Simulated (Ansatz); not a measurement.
```yaml
crystal:
  periodic: [true, true, true]
  atoms:
    - {symbol: C, position_ang: [0.604293, 0.903318, 0.257460]}
    - {symbol: O, position_ang: [-0.372762, 0.048768, -0.281933]}
    - {symbol: Ga, position_ang: [-0.508476, -1.724166, -0.048662]}
    - {symbol: Br, position_ang: [-2.321575, -2.698830, -1.113026]}
    - {symbol: H, position_ang: [0.495606, 1.880275, -0.222028]}
    - {symbol: H, position_ang: [0.478301, 1.040769, 1.337095]}
    - {symbol: H, position_ang: [1.624613, 0.549856, 0.071084]}
basis:
  gaussian: {orbitals: ANO-RCC-VTZP}
magnetization: {spin_polarized: true, initial_magnetization: 1}
hamiltonian: {xc: {name: rPW86-PBE}, dispersion: rvv10}
scf: {lower_state_search: full}
```

```sh
$ ansatz run in.yaml --threads 4 --pin off --events-out ev --progress --plain --max-ram 10444MiB
```

Question: How does Ansatz answer? (An estimate is asked.)

Answer: The calculation gave: The program refused the input.
```
Error: YAML parse error: error: line 2 column 3: crystal: missing field `lattice` (a structure is typed as `lattice` and `atoms`, a molecule's as `atoms` in Å alone, or read from a run's directory, `checkpoint`)
 --> <input>:2:3
1 | crystal:
2 |   periodic: [true, true, true]
3 |   atoms:
4 |     - {symbol: C, position_ang: [0.604293, 0.903318, 0.257460]}
```
